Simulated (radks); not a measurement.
The ruthenium ion Ru3+, [Kr] 4d5. Calculated with a radial shooting solver on a logarithmic mesh with Libxc functionals: non-relativistic Kohn-Sham, exchange-only PBE, spin-polarised, spherical densities, point nucleus. Every spin shell is full or empty, so the densities are truly spherical. Functionals are evaluated on that one density, not self-consistently. Rank these exchange functionals by their error against the exact value of the orbitals, and give that value: LDA, PBE, revPBE, AM05, SOGGA, TPSS, revTPSS, r2SCAN, MS2, Tao-Mo.

Answer. Exact: -128.305 hartree. From best to worst, with 100 (|E| - |E exact|)/|E exact| (equal figures are ties): r2SCAN -0.09, TPSS -0.25, revPBE -0.30, PBE -0.47, MS2 -0.55, Tao-Mo -0.79, revTPSS -0.91, SOGGA -2.43, AM05 -4.78, LDA -5.17.
